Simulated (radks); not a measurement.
Polarisability of the manganese ion Mn2+, [Ar] 3d5, at imaginary frequency. Method: scalar-relativistic Kohn-Sham, LB94 model potential, spin-polarised, spherical densities, finite nucleus; open shells are filled with parallel spins first; Fermi nuclear charge, rms radius 3.7057 fm; computed with a radial shooting solver on a logarithmic mesh with Libxc functionals. Response by self-consistent Sternheimer equations with the Hartree and adiabatic LDA kernel, the relativistic mass of each level held fixed and spin-orbit coupling left out.

| w (hartree) | alpha1(iw) (bohr^3) |
|---|---|
| 0.00266 | 3.695 |
| 0.0143 | 3.694 |
| 0.0360 | 3.686 |
| 0.0697 | 3.662 |
| 0.118 | 3.602 |
| 0.186 | 3.478 |
| 0.280 | 3.260 |
| 0.413 | 2.930 |
| 0.605 | 2.506 |
| 0.892 | 2.023 |
| 1.35 | 1.508 |
| 2.12 | 0.9873 |
| 3.59 | 0.5234 |
| 6.94 | 0.1989 |
| 17.5 | 0.04319 |

Static values: alpha1 = 3.696 bohr^3 (0.5476 angstrom^3; uncoupled 4.559). C6 = 10.98, triple-dipole C9 = 26.97 atomic units. One-pole (London) frequency 4 C6 / (3 alpha1^2) = 1.072 hartree, against 1.247 for minus the highest occupied eigenvalue.
